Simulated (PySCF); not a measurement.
# Unknown compound

An unknown has the formula C4H7F3N2. Its calculated NMR data are:

$^{1}$H NMR (400 MHz, computed): δ 6.17 (br s, 1H), 5.83 (m, 1H), 3.66 (q, 2H), 1.19 (t, 3H).

$^{13}$C{$^{1}$H} NMR (computed): δ 129.3, 112.9, 51.9, 18.4.

How the numbers were obtained: geometry: GFN2-xTB, σ from GIAO-PBE0/pcSseg-1, in PySCF 2.14.0 with density-fitted response routines (no solvent model, a single conformation, non-relativistic Hamiltonian, one averaged value for each set of equivalent atoms).

Scale: TMS for $^{1}$H and $^{13}$C (reference shieldings calculated alike).

**Question.** Propose a structure and justify it.

**Answer.** 
1. The formula gives 1 degree of unsaturation (no ring in the answer).
2. 4 carbon signals for 4 carbons: no two carbons are equivalent.
3. Carbon types of the structure: 1 × C, 1 × CH, 1 × CH2, 1 × CH3, leaving 1 H on heteroatoms.
4. δC 129.3: CF3 carbon; 3 electronegative neighbours deshield it.
5. δC 112.9: C=N carbon.
6. δC 51.9: sp3 CH2 bonded to N; deshielded by the electronegative neighbour.
7. δC 18.4: methyl carbon; a saturated carbon with 1 carbon neighbour and no heteroatom attached.
8. δH 6.17: hydrogen on a nitrogen bonded to O or N; exchangeable; this is the value without hydrogen bonding to other molecules.
9. δH 3.66: hydrogen on an sp3 CH2 bonded to N; its carbon carries N, which withdraws density.
10. δH 1.19: hydrogen on a methyl carbon.

These data were computed for `CCN/N=C\C(F)(F)F`.

The data come from this structure; uniqueness wasn't tested.

OH and NH positions are those of a molecule without intermolecular hydrogen bonds; in solution they move with solvent, concentration and temperature, and exchange usually removes their couplings. Splittings by $^{19}$F in the carbon and heteronuclear signals aren't shown, as no couplings were computed. Shifts are as computed. Against solution values, carbons near 30 ppm lie about +3 ppm off and those near 130 ppm about +5 ppm. Of 1211 compounds with measured shifts, 218 miss one by over three times the rms of a fit or turn the order of signals round; such compounds aren't used in these exercises. No couplings were computed; multiplicities are counted from neighbouring protons, with m where these are inequivalent, close in shift, in a saturated or five-membered ring or joined by F or P, and br s for small geminal =CH2 splittings.
